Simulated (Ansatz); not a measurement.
`[OH][Ge][Br]` + HCl → `[OH][Ge][Cl]` + HBr at 600 K and 1 bar (ligand exchange at a Ge–Br bond).

Calculated with Ansatz (gas phase, PBE0-D4/def2-TZVP geometries, no zero-point term in ΔE). CCSD(T)/CBS adds triple-zeta CCSD(T) − MP2 to the extrapolated MP2 energy (def2 sets, frozen cores). This one scheme is used for every species. For Br, Ge outer-core shells are correlated without core-valence functions, which leaves a few kJ/mol of doubt a bond. Scalar relativity is left out up to krypton. Each species was taken in one conformer, which may not be the lowest.

```json
{"species": "`[OH][Ge][Br]`", "CCSD(T)/CBS energy (Eh)": "-4725.27533", "H − E (kJ/mol)": "71.4", "S (J/(mol·K))": "350.0"}
{"species": "HCl", "CCSD(T)/CBS energy (Eh)": "-460.38127", "H − E (kJ/mol)": "35.4", "S (J/(mol·K))": "207.2"}
{"species": "`[OH][Ge][Cl]`", "CCSD(T)/CBS energy (Eh)": "-2611.73425", "H − E (kJ/mol)": "71.6", "S (J/(mol·K))": "337.8"}
{"species": "HBr", "CCSD(T)/CBS energy (Eh)": "-2573.91920", "H − E (kJ/mol)": "33.5", "S (J/(mol·K))": "219.1"}
```

H − E and S are ideal-gas, rigid-rotor, harmonic terms from PBE0-D4/def2-TZVP, for one conformer and one mirror image of each species. 1 Eh = 2625.50 kJ/mol, R = 8.31446 J/(mol·K).

Problem. By hand: ΔE, ΔH, ΔS and ΔG.

Solution. ΔE = (-2611.73425) + (-2573.91920) − (-4725.27533) − (-460.38127) = 0.00315 Eh = 8.3 kJ/mol. Δ(H − E) = 71.6 + 33.5 − 71.4 − 35.4 = -1.7, so ΔH = 6.6 kJ/mol. ΔS = 337.8 + 219.1 − 350.0 − 207.2 = -0.3 J/(mol·K). ΔG = 6.6 − 600 × (-0.3)/1000 = 6.8 kJ/mol.

Problem. By hand: the equilibrium constant, and the temperature at which ΔG would vanish if ΔH and ΔS stayed fixed.

Solution. log₁₀ K = −ΔG/(RT ln 10) = -0.6. ΔH and −TΔS have one sign here, so there is no such temperature. One of them is within its doubt of zero, so this could turn.

The number of gas molecules stays the same, so ΔS is small and ΔH decides. A doubt of 5 kJ/mol in ΔE shifts log₁₀ K by 0.4 here. Other conformers and mirror images would add mixing entropy, several J/(mol·K) or more a flexible species. These are equilibria of isolated gas molecules and say nothing of rates. Largest T1 diagnostic: 0.014 (customary marks: 0.02 for closed shells, 0.045 for open ones).
